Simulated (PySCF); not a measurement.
Two-dimensional NMR puzzle

Compound of formula C7H6ClOP. Correlations simulated from computed shifts and the bond graph:

HSQC (one-bond C–H):
```csv
δH,δC
10.19,195.4
8.76,138.4
8.13,145.2
2.74,26.0
```

HMBC (two and three bonds, from the bond graph):
```csv
δH,δC
10.19,"176.6, 138.4"
8.76,"195.4, 176.6, 149.1, 145.2, 26.0"
8.13,"183.4, 149.1, 138.4, 26.0"
2.74,"149.1, 145.2, 138.4"
```

Carbons without hydrogens: δ 183.4, 176.6, 149.1.

No solvent, non-relativistic, single conformer, averaged over atoms made equivalent by symmetry, fast rotation or ring inversion. GIAO PBE0/pcSseg-1 shieldings; coordinates at the GFN2-xTB level; PySCF 2.14.

Chemical shifts δ = σref − σ; $^{1}$H (σ = 31.72 ppm) and $^{13}$C (σ = 186.93 ppm) vs TMS, all at this level.

Exchangeable hydrogens are left out of these lists.

Question: Work out the connectivity.

Answer: `Cc1cc(Cl)pc(C=O)c1`.

Atoms are numbered as in `[CH3:1][c:2]1[cH:3][c:4]([Cl:5])[p:6][c:7]([CH:8]=[O:9])[cH:10]1`. Each H is labelled by its parent atom.

- δC 195.4 is C8, an aldehyde carbonyl carbon (δH 10.19).
- δC 183.4 is C4, an aromatic carbon bearing chlorine.
- δC 176.6 is C7, a substituted aromatic carbon.
- δC 149.1 is C2, a substituted aromatic carbon.
- δC 145.2 is C3, an aromatic CH (δH 8.13).
- δC 138.4 is C10, an aromatic CH (δH 8.76).
- δC 26.0 is C1, a methyl carbon on an aromatic ring (δH 2.74).
- HMBC from δH 10.19 reaches the proton-free carbon C7.
- HMBC from δH 8.76 reaches the proton-free carbons C7, C2.
- HMBC from δH 8.13 reaches the proton-free carbons C4, C2.
- HMBC from δH 2.74 reaches the proton-free carbon C2.

The shifts were computed for this structure.

Carbons that carry Cl, above all several Cl atoms, come out too deshielded, partly because spin–orbit coupling is missing. Shifts are as computed. Against solution values, carbons near 30 ppm lie about +3 ppm off and those near 130 ppm about +5 ppm; carbons on Cl a further +6 ppm. Of 1211 compounds with measured shifts, 218 miss one by over three times the rms of a fit or turn the order of signals round; such compounds aren't used in these exercises.
